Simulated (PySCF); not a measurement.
# Correlation energy of Cr²⁺ (chromium, charge +2)

[Ar] 3d3 4p1, one real determinant (an excited configuration). Computed with PySCF 2.14 in aug-cc-pVTZ, with no relativity, point nucleus. Frozen: [Ar]; 4 electrons correlated.

| level | correlation energy (mhartree) |
| --- | --- |
| CCSD | -29.57 |
| (T) | -0.64 |
| CCSD(T) | -30.21 |

Diagnostics: T1 = 0.0058, D1 = 0.0135, largest double amplitude 0.081.

The real determinant used has ⟨L²⟩ near 14 against 20 for a pure G term, so it mixes terms.

Cost of the coupled-cluster step: of the order of 20 core-seconds, for 4 correlated electrons.

The reference is one real determinant that mixes LS terms of this configuration.
